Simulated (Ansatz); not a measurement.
Cartesian coordinates in Å:
```
C -1.947 2.040 -0.543
C -1.106 1.402 -1.346
C -0.803 -0.057 -1.297
C 0.685 -0.350 -1.096
C 1.264 0.199 0.203
C 0.605 -0.321 1.475
C 0.672 -1.831 1.636
H -2.123 3.105 -0.632
H -2.494 1.514 0.234
H -0.575 1.972 -2.108
H -1.397 -0.529 -0.509
H -1.118 -0.519 -2.241
H 0.840 -1.433 -1.147
H 1.245 0.073 -1.937
H 2.334 -0.037 0.234
H 1.190 1.292 0.192
H -0.439 0.007 1.510
H 1.092 0.155 2.333
H 0.260 -2.145 2.598
H 1.706 -2.187 1.586
H 0.109 -2.349 0.856
```

Charge 0, multiplicity 1.

Task: List the ωB97M-V/def2-TZVPP orbital energies in eV (the Gaussian-basis code of Ansatz). (Best estimate.)

Result: The calculation gave: Occupied: -281.45, -281.32, -281.22, -281.12, -281.11, -281.07, -280.97, -25.63, -24.54, -23.20, -21.68, -20.07, -18.51, -17.76, -15.89, -15.60, -15.23, -14.34, -14.16, -13.55, -12.94, -12.48, -12.40, -11.93, -11.34, -11.14, -11.11, -9.60. Lowest empty: 2.35, 2.71, 3.13, 3.47, 3.51, 4.11, 4.33, 4.58.
